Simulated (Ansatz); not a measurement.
`C[SiH2]C(O)(F)F` → `C[Si](F)(F)CO`  (isomerisation)

Calculated with Ansatz (gas phase, PBE0-D4/def2-TZVP geometries, no zero-point term in ΔE). CBS: MP2 limit from def2 TZ/QZ plus the TZ coupled-cluster correction, frozen cores. One conformer a species, not always the lowest.

```
          species  CCSD(T)/CBS(def2) energy (Eh)
`C[SiH2]C(O)(F)F`                     -643.56274
  `C[Si](F)(F)CO`                     -643.70737
```

Task: Work out ΔE.

Result: ΔE = (-643.70737) − (-643.56274) = -0.14463 Eh = -379.7 kJ/mol.

Largest T1 diagnostic among the species: 0.012.

From PBE to PBE0 (25 % exact exchange), in def2-TZVPP and without D4, ΔE moves by −11.9 kJ/mol.
